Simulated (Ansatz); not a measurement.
```yaml
crystal:
  periodic: [false, false, false]
  atoms:
    - {symbol: O, position_ang: [-0.350889, 1.286478, -0.640105]}
    - {symbol: P, position_ang: [-1.067965, -0.038620, -1.347798]}
    - {symbol: Si, position_ang: [0.112897, -1.465998, 0.060091]}
    - {symbol: Ga, position_ang: [1.001765, 0.601763, 1.040094]}
    - {symbol: H, position_ang: [-0.127791, 1.969851, -1.301011]}
    - {symbol: H, position_ang: [-2.265865, -0.055035, -0.639084]}
    - {symbol: H, position_ang: [0.878269, -2.352161, -0.702327]}
    - {symbol: H, position_ang: [-0.869514, -2.276711, 0.879365]}
    - {symbol: H, position_ang: [0.412211, 1.244235, 2.240473]}
    - {symbol: H, position_ang: [2.348769, 1.093192, 0.416688]}
basis:
  gaussian: {orbitals: STO-3G}
total_charge: -1
magnetization: {spin_polarized: true, initial_magnetization: 7}
hamiltonian: {xc: {name: B3LYP}}
scf: {lower_state_search: off}
output: {forces: true}
```

```sh
$ ansatz run in.yaml --threads 2 --pin off --events-out ev --progress --plain --max-ram 31744MiB --backend cpu
```

Shortened log:

```
Functional definition: B3LYP
533 factors; integrals over basis functions are off by at most 4.6e-5 eV
mean field evaluation 1: about -69749.4404 eV, gradient 3.2e2 eV
mean field evaluation 2: about -70560.2540 eV, gradient 6.0e1 eV
mean field evaluation 4: about -69386.8890 eV, gradient 2.0e2 eV
mean field evaluation 8: about -70590.5943 eV, gradient 9.5e1 eV
mean field evaluation 16: about -70824.9854 eV, gradient 2.5e-1 eV
mean field evaluation 32: about -70824.7706 eV, gradient 1.8e-3 eV
mean field -70824.77060278 eV, -2602.7623128982 hartree, gradient 5.7e-6 eV, S^2 15.752166; 0 other end points of the search recorded, 0 dependent functions left out
reference -70824.77080603 eV, -2602.7623203675 hartree; 41, 34 occupied and 6, 13 virtual orbitals, 533 factors
Total energy: -70824.77080603 eV, -2602.7623203675 hartree
Atom 0 at    -0.350889     1.286478    -0.640105 Å, force     1.360604     5.997717     7.511798 eV/Å
Atom 1 at    -1.067965    -0.038620    -1.347798 Å, force    -8.683302    -5.977889   -11.948868 eV/Å
Atom 2 at     0.112897    -1.465998     0.060091 Å, force     1.276141    -7.305562     5.288570 eV/Å
Atom 3 at     1.001765     0.601763     1.040094 Å, force     3.633403     1.885307     3.907855 eV/Å
Atom 4 at    -0.127791     1.969851    -1.301011 Å, force     2.111990     6.083996    -4.672259 eV/Å
Atom 5 at    -2.265865    -0.055035    -0.639084 Å, force    -0.166223     0.254162     1.263570 eV/Å
Atom 6 at     0.878269    -2.352161    -0.702327 Å, force     0.720493    -2.138191    -1.945583 eV/Å
Atom 7 at    -0.869514    -2.276711     0.879365 Å, force     0.137869    -0.546129    -0.302699 eV/Å
Atom 8 at     0.412211     1.244235     2.240473 Å, force     0.646327     1.268742     0.183815 eV/Å
Atom 9 at     2.348769     1.093192     0.416688 Å, force    -1.037301     0.477847     0.713800 eV/Å
Dipole moment:    -0.452929     0.739771    -0.739787 e Å
Checks for a lower state left out: stability, starts, cluster_reference, orbital_swaps, neighbouring_geometries, increment
```

Question: What is wrong with this run?

Answer: The spin is set far too high for this molecule. Self-consistency was reached. The result belongs to that input, not to the molecule as meant.

B3LYP here is the variant with VWN-RPA as its local correlation; programs differ in this.
